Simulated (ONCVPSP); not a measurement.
**Before and after: ONCV potential for iron (Fe)**

Fe, optimised norm-conserving Vanderbilt (ONCV), made with ONCVPSP 4.0.1 (PBEsol, scalar-relativistic). Core [Ne], reference 3s2 3p6 3d5 (charge +3). Waves: 3s: rc 1.05 bohr, ncon 3, nbas 7, qcut 11.8 1/bohr, 1 projector; 3p: rc 0.75 bohr, ncon 5, nbas 8, qcut 12 1/bohr, 2 projectors, debl 1.2 Ha; 3d: rc 1.55 bohr, ncon 3, nbas 8, qcut 10.8 1/bohr, 2 projectors, debl 0.5 Ha; f scattering state at 0.05 Ha: rc 1.50 bohr, ncon 4, nbas 7, qcut 8.5 1/bohr, 1 projector. Local part: polynomial inside 0.70 bohr (lpopt 5, dvloc0 -1 Ha). Core correction: Teter function, fcfact 3.75, rcfact 1.2.

In the p channel the program set the typed energies aside and used -3.557, 0.250 Ha. In the d channel the program set the typed energies aside and used -1.587, 0.250 Ha.

Change: d: rc 1.22.

Cutoffs: the cutoffs (Ha) at which the residual kinetic energy of the hardest occupied pseudo-wave falls to 1 and 0.1 mHa per electron; they do not see the model core or the augmentation charge, which bear on the density cutoff. Errors are all-electron minus pseudo energies relative to the spin-unpolarised reference configuration.

What does the change do?

The potential gets neither clearly harder nor softer (65 Ha and 116 Ha → 65 Ha and 116 Ha); the p channel sets the loose cutoff, while the largest relative change is in d, which becomes harder; of the 4 tests that both files solve, the error grows in 0 and shrinks in 1 by more than 15 % and 0.3 meV (median size 417.7 → 400.0 meV); neither file shows a bound ghost.

```csv
quantity,base,changed
"cutoff, loose",65 Ha,65 Ha
"cutoff, tight",116 Ha,116 Ha
loose cutoff by channel,"s 49 Ha, p 65 Ha, d 43 Ha","s 49 Ha, p 65 Ha, d 51 Ha"
bound ghosts,none,none
GHOST(+) flags under 300 eV,none,none
"error for 3s2 3p6 3d6 4s2, meV [ΔE -59.05 eV]",+487,+473
"error for 3s2 3p6 3d6 4s1, meV [ΔE -50.30 eV]",+348,+327
"error for 3s2 3p6 3d6, meV [ΔE -34.19 eV]",+67,+10
"error for 3s2 3p6 3d5 4s2, meV [ΔE -44.81 eV]",+819,+822
s: phases at 1.07 bohr within 0.05 rad from the reference energy up to (Ha; the scan ends near 5),-0.5,-0.5
p: phases at 0.76 bohr within 0.05 rad from the reference energy up to (Ha; the scan ends near 5),to the end of the scan,to the end of the scan
f: phases at 1.53 bohr within 0.05 rad from the reference energy up to (Ha; the scan ends near 5),to the end of the scan,to the end of the scan
"rms error of d²Exc/dni dnj with the model core, mHa",1.44,1.93
```
